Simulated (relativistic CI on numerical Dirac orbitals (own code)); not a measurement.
## Radial parameters of La41+

These numbers are calculated, not measured: Dirac-Coulomb-Breit CI, separate exchange-only KLI orbitals for each configuration, a model potential for QED, unscaled Slater integrals (own radial code, finite nucleus).

Slater integrals F^k, G^k are unscaled and averaged over j, outside the closed core [Ne]; ζ comes from projecting the Hamiltonian with its Breit term on Σ l·s of the shell.

- 3s2.3p4: F^2(3p,3p) = 391750, ζ(3p) = 550190 cm⁻¹; <r>(3p) = 0.2517, <r^2>(3p) = 0.07318 (bohr units).
- 3s.3p5: G^1(3s,3p) = 494410, ζ(3p) = 550000 cm⁻¹; <r>(3s) = 0.2591, <r^2>(3s) = 0.07653, <r>(3p) = 0.2519, <r^2>(3p) = 0.07328 (bohr units).
- 3s2.3p3.3d: F^2(3p,3p) = 391400, ζ(3p) = 549560, F^2(3p,3d) = 393990, G^1(3p,3d) = 411730, G^3(3p,3d) = 277740, ζ(3d) = 74059 cm⁻¹; <r>(3p) = 0.2519, <r^2>(3p) = 0.07332, <r>(3d) = 0.2227, <r^2>(3d) = 0.05722 (bohr units).

Averages of the first 10 configurations, taken without configuration mixing, which lowers the lowest level and can move excited configurations by several eV; other configurations of the list can lie among them:

| Configuration | Parity | States | Average energy above the lowest level (eV) |
| --- | --- | --- | --- |
| 3s2.3p4 | even | 15 | 78.0 |
| 3s.3p5 | odd | 12 | 283.2 |
| 3s2.3p3.3d | odd | 200 | 299.7 |
| 3p6 | even | 1 | 505.2 |
| 3s.3p4.3d | even | 300 | 497.6 |
| 3p5.3d | odd | 60 | 712.5 |
| 3s.3p3.3d2 | odd | 1800 | 718.6 |
| 3s2.3p2.3d.4p | odd | 900 | 1777.2 |
| 3p5.4s | odd | 12 | 1892.8 |
| 3s.3p3.3d.4s | odd | 800 | 1889.3 |
